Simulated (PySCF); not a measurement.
Stepwise substitution at one centre (Al CH3-H). All species are isolated molecules in the gas phase. Strings in code marks are SMILES.

Level of theory: PySCF with TPSSh-D3(BJ)/def2-TZVP // B3LYP-D3(BJ)/def2-TZVP. Excitations are Tamm–Dancoff values on a coarser integration grid. The basis has no diffuse functions, so Rydberg states are missing or too high.

```tsv
species	LUMO (eV)	HOMO–LUMO gap (eV)	S1 excitation (TDA) (eV)	brightest of the four lowest singlets (TDA) (eV)
0 of 3 CH3 replaced by H (`[CH3][Al]([CH3])[CH3]`)	-0.69	6.18	5.57	6.63
1 of 3 CH3 replaced by H	-1.16	5.92	5.31	7.03
2 of 3 CH3 replaced by H (`[CH3][AlH2]`)	-1.57	5.87	5.25	7.56
3 of 3 CH3 replaced by H (`[AlH3]`)	-2.01	6.04	–	–
```
